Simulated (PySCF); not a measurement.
# Fractional electron number in Sm+ (samarium, charge +1)

The 6s alpha orbital of [Xe] 4f6 6s1 is emptied in steps (occupation f), with all orbitals relaxed, ending at [Xe] 4f6. Computed with PySCF 2.14 in def2-SVP with the def2 core potential (28 electrons) (10s6p4d3f1g, 78 functions), with scalar relativity through the core potential. The exact energy is a straight line in f; departures are measured from the line between the end points of the same method.

Question: Among UHF, LDA, PBE, which shows the largest delocalisation error (convex curve), and which is closest to linear?

Answer: Most convex: PBE (-0.648 eV at f = 0.5); closest to linear: UHF (0.008 eV).

```tsv
f	UHF (eV)	LDA (eV)	PBE (eV)
1	0.000	0.000	0.000
0.75	0.006	-0.462	-0.483
0.5	0.008	-0.607	-0.648
0.25	0.006	-0.442	-0.487
0	0.000	0.000	0.000
```

| method | E(f=0) − E(f=1) (eV) | −ε at f=1 (eV) | −ε at f=0.5 (eV) |
| --- | --- | --- | --- |
| UHF | 10.345 | 10.376 | 10.345 |
| LDA | 11.507 | 9.018 | 11.556 |
| PBE | 11.352 | 8.794 | 11.336 |

Reference removal energy between the ground levels: 11.078 ± 0.02 eV (semi-empirical (NIST evaluation); NIST Atomic Spectra Database, ionization energies). The calculation has no spin-orbit coupling. UHF lacks correlation.
